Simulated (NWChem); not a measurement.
**Total energies of CH4N**

```xyz
6

C      0.5953    -0.1823     0.0000
N     -0.7292     0.3692     0.0000
H      0.7756    -0.8336     0.8827
H      1.3596     0.6118     0.0000
H      0.7756    -0.8336    -0.8827
H     -1.3778    -0.4354     0.0000
```
Charge 0, spin multiplicity 2.

All runs are NWChem calculations. Structure: optimised with UB3LYP/def2-SVP, a minimum by its harmonic frequencies.

Basis set: def2-TZVP (86 functions).

```
method      total energy (Ha)  relative cost
----------  -----------------  -------------
UHF                 -94.63133              1
UMP2                -94.97486        under 3
UB2PLYP             -95.13856        under 3
UPBE                -95.10112        under 3
UB3LYP              -95.23385        under 3
UBHandHLYP          -95.17134        under 3
```

Total energies of different functionals aren't comparable as a measure of quality: only differences taken within one method are. Costs are rough ratios of processor time within this set of runs, SCF included, with UHF as 1.

The correlated methods keep 2 core orbitals frozen. B3LYP has NWChem's definition, with VWN1-RPA local correlation. The structure started from a generated list of species. The unpaired electrons of the parent sit in orbitals of symmetry a" (Cs labels of the run); other states weren't searched. No SCF solution was tested for a lower state. Open-shell Hartree-Fock references start from PBE0 orbitals; any time given for them includes that run.
